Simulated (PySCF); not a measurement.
# Working with the constants of LiBe

r²SCAN constants of LiBe, ²Σ⁺ (doublet), unpaired electrons σ ↑ (basis Li cc-pVTZ, Be cc-pVTZ; no relativity; PySCF 2.14; masses 7.0160 and 9.0122 u):

- ωe: 348.3 cm⁻¹
- ωexe: 5.53 cm⁻¹
- Be: 0.63733 cm⁻¹
- αe: 0.0131 cm⁻¹
- De to Li + Be: 0.63 eV

(1) What force constant and bond length do these constants imply?

(2) Estimate the centrifugal constant D from the Kratzer relation and find the Dunham coefficient a1.

The state is the lowest determinant that a PBE0 search found; another state may lie lower at other levels.

Results:

(1) Reduced mass μred = 3.9449 u; k = 5.8918×10⁻⁷·μred·ωe² (u, cm⁻¹, mdyn/Å) = 0.282 mdyn/Å; Re = √(16.8576/(μred·Be)) (u, cm⁻¹, Å) = 2.589 Å.

(2) D = 4Be³/ωe² = 8.54e-06 cm⁻¹; a1 = −1 − αeωe/(6Be²) = -2.87.
